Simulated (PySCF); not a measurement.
Isomers of C5H12GeO2, from PySCF, PBE0-D3(BJ)/def2-SVP geometry optimisation, gas phase. One conformer each, no zero-point energy, no frequencies.

Task: Which isomer lies lower at this level?
A. `[CH2:1]=[CH:2][CH2:3][O:4][Ge@@H:5]([CH3:6])[O:7][CH3:8]` with C1–C2–C3–O4 -113°, C2–C3–O4–Ge5 -50°, C3–O4–Ge5–C6 -156°, O4–Ge5–O7–C8 157°: A = 2192, B = 955.9, C = 753.7 MHz, dipole 1.62 D
B. `[CH3:1][O:2][GeH:3]([O:4][CH3:5])[CH:6]1[CH2:7][CH2:8]1` with C1–O2–Ge3–O4 -131°, O2–Ge3–O4–C5 50°, O2–Ge3–C6–C7 76°: A = 2038, B = 1174, C = 873.8 MHz, dipole 1.41 D

Result: A. That is `[O]([Ge@@H]([O]CC=C)[CH3])C`, 2.7 kcal/mol below the other.

```
                   SMILES                                             mapped SMILES       E (Eh)  relative (kcal/mol)  relative (kJ/mol)  dipole (D)
C=CC[O][Ge@@H]([CH3])[O]C  [CH2:1]=[CH:2][CH2:3][O:4][Ge@@H:5]([CH3:6])[O:7][CH3:8]  -2424.03442                  0.0                0.0        1.62
  C[O][GeH]([O]C)[CH]1CC1   [CH3:1][O:2][GeH:3]([O:4][CH3:5])[CH:6]1[CH2:7][CH2:8]1  -2424.03007                  2.7               11.4        1.41
```

As drawn, the lower has a C=C bond outside aromatic rings, which the higher lacks; the higher has a three-membered ring, which the lower lacks.
